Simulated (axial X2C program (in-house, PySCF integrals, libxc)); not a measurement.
# GeF⁻: from the spin-free to the two-component result

Calculated with an in-house relativistic program for diatomic molecules. Spin-free means the one-electron spin-free X2C Hamiltonian; two-component (2c) means X2C with spin–orbit coupling and atomic mean-field two-electron Coulomb and Gaunt terms, so the difference of the two also holds small scalar two-electron terms. Basis: Ge dyall-acv3z [10s10p8d5f1g], F dyall-av3z [7s6p3d2f] (cores contracted in-house); Gaussian nuclei, density fitting, unrestricted open shells. Masses: Ge 73.921 u, F 18.998 u.

Spin-free state: M_S = 1, Λ = 0 (beyond evenly filled blocks: π+α, π-α); fragments Ge + F-.

```json
{"level": "PBE0", "Re (Å)": "1.841", "ωe (cm⁻¹)": "510.8", "De (eV)": "3.079", "μ (D)": "-0.16"}
{"level": "HF", "Re (Å)": "1.819", "ωe (cm⁻¹)": "532.0", "De (eV)": "2.825", "μ (D)": "-0.21"}
{"level": "MP2", "Re (Å)": "1.856", "ωe (cm⁻¹)": "499.0", "De (eV)": "2.876", "μ (D)": "n/a"}
{"level": "CCSD", "Re (Å)": "1.845", "ωe (cm⁻¹)": "510.3", "De (eV)": "2.939", "μ (D)": "n/a"}
{"level": "CCSD(T)", "Re (Å)": "1.851", "ωe (cm⁻¹)": "503.3", "De (eV)": "2.933", "μ (D)": "n/a"}
{"level": "B97-3", "Re (Å)": "1.858", "ωe (cm⁻¹)": "490.0", "De (eV)": "2.871", "μ (D)": "-0.26"}
```

Correlated methods: 12 electrons correlated (number of frozen shells: Ge 3 s, 2 p, 1 d; F 1 s), 264 virtual spin orbitals or spinors in MP2, 90 natural virtuals in coupled cluster.

Dipoles are positive if F is the positive end and refer to the centre of mass.

Two-component determinant lowest at the distance of the search:

Ω = 1 (⟨Sz⟩ = 1.00, ⟨Lz⟩ = 0.00 at HF); fragments Ge + F-.

```
  level  Re (Å)  ωe (cm⁻¹)  μ (D)
   PBE0   1.841      510.4  -0.16
     HF   1.819      531.6  -0.21
    MP2   1.857      498.6    n/a
   CCSD   1.845      509.9    n/a
CCSD(T)   1.852      502.9    n/a
  B97-3   1.858      489.5  -0.26
```

Problem. From the two tables, how do the constants change at the CCSD(T) level (2c against spin-free)?

Solution. At the CCSD(T) level Re is unchanged within 0.001 Å and ωe drops by 0.4 cm⁻¹.

One determinant describes the state; a PBE0 search over occupations chose it and may have missed a lower one. De is counted from the lowest determinant-based energies of the atoms at the same level, without counterpoise correction. De is not given where an atomic determinant may have missed its ground term or J level, or where the truncated virtual space spoils (T). Density functionals use the spin component along the axis (collinear). Coupled cluster ran in a truncated set of natural virtual spinors; the MP2 energy of the rest was added. (T) has no such correction and the atoms are truncated less, which lowers De at CCSD(T) by a hundredth of an eV or more. Other states lie close and PBE0, whose exact exchange favours high spin, may order them wrongly; the determinant shown need not be the ground state. The nearest other spin-free determinant of the search, M_S = 0, Λ = 2, lies 0.67 eV up at the distance of the search. The functionals have no current-density term, which raises determinants with orbital currents, atoms included. With several unpaired electrons one determinant need not be a pure state. Open-shell Ω = 0 determinants with evenly filled partner blocks cannot be reached by this program, so the Ω shown need not be the lowest component. This is the Ω = 1 component of a π² triplet; the 0⁺ component is not one determinant and can lie lowest. The highest occupied level of some functionals is positive through self-interaction error; at Hartree–Fock it is bound. With the outer-core shells frozen, correlated bond lengths of heavy atoms tend to come out a few hundredths of an ångström too long. Hartree–Fock gets electron affinities wrong, so its lowest charge split need not be the true one.
